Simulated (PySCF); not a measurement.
LDA on Rh⁻ (rhodium, charge -1), [Kr] 4d8 5s2, high-spin 3F determinant. Computed with PySCF 2.14 in aug-cc-pwCVTZ-DK (11s10p8d4f3g, 136 functions), with scalar relativity by spin-free X2C-1e.

```
cycle= 1 E= -4778.33724531083  delta_E= -0.0526  |g|= 0.133  |ddm|= 1.16
cycle= 2 E= -4778.33283788216  delta_E= 0.00441  |g|= 0.203  |ddm|= 0.193
cycle= 3 E= -4778.3391027051  delta_E= -0.00626  |g|= 0.0441  |ddm|= 0.129
cycle= 4 E= -4778.33995278508  delta_E= -0.00085  |g|= 0.0141  |ddm|= 0.0844
cycle= 5 E= -4778.34004229511  delta_E= -8.95e-05  |g|= 0.000846  |ddm|= 0.014
cycle= 6 E= -4778.34004308522  delta_E= -7.9e-07  |g|= 0.000151  |ddm|= 0.00309
cycle= 7 E= -4778.34004310263  delta_E= -1.74e-08  |g|= 8.75e-06  |ddm|= 0.000391
cycle= 8 E= -4778.34004310268  delta_E= -5.09e-11  |g|= 7.28e-07  |ddm|= 1.65e-05
converged SCF energy = -4778.34004310268  <S^2> = 2.0108438  2S+1 = 3.0072205
```

Highest occupied orbital energy: 0.874 eV; ⟨L²⟩ = 12.01; populations by l: s 10.00, p 18.00, d 18.00, f 0.00.

Task: Can this result be used?

Result: With care. The calculation finished and met its thresholds. At LDA the highest occupied level has a positive energy, so only the finite basis holds that electron; in a semilocal or global hybrid functional this comes from self-interaction and does not mean that the real anion is unbound.
